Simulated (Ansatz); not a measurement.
```yaml
crystal:
  periodic: [false, false, false]
  atoms:
    - {symbol: C, position_ang: [-0.840163, -1.915901, -1.817612]}
    - {symbol: N, position_ang: [-1.005021, -1.239270, -0.452853]}
    - {symbol: C, position_ang: [-1.160631, -2.011716, 0.688313]}
    - {symbol: Zr, position_ang: [-0.457733, 0.898338, -0.037100]}
    - {symbol: N, position_ang: [-0.268958, 1.497407, -1.713667]}
    - {symbol: Cl, position_ang: [-2.412447, 1.428140, 0.845263]}
    - {symbol: C, position_ang: [2.021180, 1.256089, 0.030315]}
    - {symbol: C, position_ang: [1.405217, 2.326636, 0.680131]}
    - {symbol: C, position_ang: [0.743896, 1.963740, 1.527104]}
    - {symbol: C, position_ang: [0.995741, 0.332740, 1.935959]}
    - {symbol: F, position_ang: [0.658911, -0.202730, 3.115205]}
    - {symbol: C, position_ang: [1.707324, 0.095546, 0.950426]}
    - {symbol: H, position_ang: [0.168462, -2.673535, -1.731756]}
    - {symbol: H, position_ang: [-0.502442, -1.433546, -2.451238]}
    - {symbol: H, position_ang: [-1.575160, -2.548377, -1.963703]}
    - {symbol: H, position_ang: [-2.161627, -2.453156, 0.501629]}
    - {symbol: H, position_ang: [-1.360599, -1.607951, 1.628250]}
    - {symbol: H, position_ang: [-0.474843, -2.552643, 0.813657]}
    - {symbol: H, position_ang: [0.452492, 2.077270, -2.392832]}
    - {symbol: H, position_ang: [-1.135220, 1.487604, -2.614914]}
    - {symbol: H, position_ang: [2.501908, 0.953612, -0.940420]}
    - {symbol: H, position_ang: [1.452176, 3.230145, 0.053700]}
    - {symbol: H, position_ang: [0.202686, 2.708517, 2.366894]}
    - {symbol: H, position_ang: [2.024696, -1.120803, 0.817598]}
basis:
  gaussian: {orbitals: def2-mTZVP}
hamiltonian: {xc: {name: LC-wPBE}}
relax: {f_tol: 0.001, max_steps: 3}
```

```sh
$ ansatz run in.yaml --threads 11 --pin off --events-out ev --progress --plain --max-ram 174080MiB --backend cuda --devices 0, --max-vram 75GiB
```

Problem. How does Ansatz answer? (An estimate is asked.)

Solution. Ansatz gave: The calculation stopped without meeting its thresholds.
```
Functional definition: LC-wPBE
2785 factors; their error is unknown
1078 factors; integrals over basis functions are off by at most 5.5e-7 eV
mean field evaluation 1: about -26920.8733 eV, gradient 9.2e1 eV
mean field evaluation 2: about -26921.4758 eV, gradient 9.2e1 eV
mean field evaluation 4: about -26938.7421 eV, gradient 5.2e0 eV
mean field evaluation 8: about -26938.8073 eV, gradient 5.4e-1 eV
mean field evaluation 16: about -26938.7068 eV, gradient 1.3e-3 eV
mean field -26938.70675121 eV, -989.9792133958 hartree, gradient 1.6e-5 eV, S^2 0.000000; 0 other end points of the search recorded, 0 dependent functions left out
reference -26938.70675122 eV, -989.9792133962 hartree; 53, 53 occupied and 228, 228 virtual orbitals, 2785 factors
relax step   1: F+E_penalty+E_count = -26938.70675121 eV  Δ(F+E_penalty+E_count) = +0.000e0 eV  max|allowed force component| = 2.489e1 eV/Å  Δτ_max = 0.0000 Å  (40 SCF iters, accepted)
2785 factors; their error is unknown
1078 factors; integrals over basis functions are off by at most 6.1e-7 eV
mean field evaluation 32: about -26950.1549 eV, gradient 2.2e-5 eV
mean field -26950.15488528 eV, -990.3999245629 hartree, gradient 2.2e-5 eV, S^2 0.000000; 0 other end points of the search recorded, 0 dependent functions left out
reference -26950.15488529 eV, -990.3999245634 hartree; 53, 53 occupied and 228, 228 virtual orbitals, 2785 factors
relax step   2: F+E_penalty+E_count = -26950.15488528 eV  Δ(F+E_penalty+E_count) = -1.145e1 eV  max|allowed force component| = 6.097e0 eV/Å  Δτ_max = 0.1946 Å  (42 SCF iters, accepted)
2785 factors; their error is unknown
1078 factors; integrals over basis functions are off by at most 6.1e-7 eV
mean field -26951.46267372 eV, -990.4479849018 hartree, gradient 1.2e-5 eV, S^2 0.000000; 0 other end points of the search recorded, 0 dependent functions left out
reference -26951.46267373 eV, -990.4479849022 hartree; 53, 53 occupied and 228, 228 virtual orbitals, 2785 factors
relax step   3: F+E_penalty+E_count = -26951.46267372 eV  Δ(F+E_penalty+E_count) = -1.308e0 eV  max|allowed force component| = 2.812e0 eV/Å  Δτ_max = 0.1937 Å  (44 SCF iters, accepted)
Error: geometry relaxation did not converge after 3 steps: max|allowed force component| = 2.81e0 eV/Å (threshold 1.0e-3). Raise `relax.max_steps` over both its present limit and 3, loosen `relax.f_tol`, or start from a geometry closer to equilibrium. Where this run's directory can be resumed (`checkpoint.write`), a resume goes on for up to `relax.max_steps` more
```
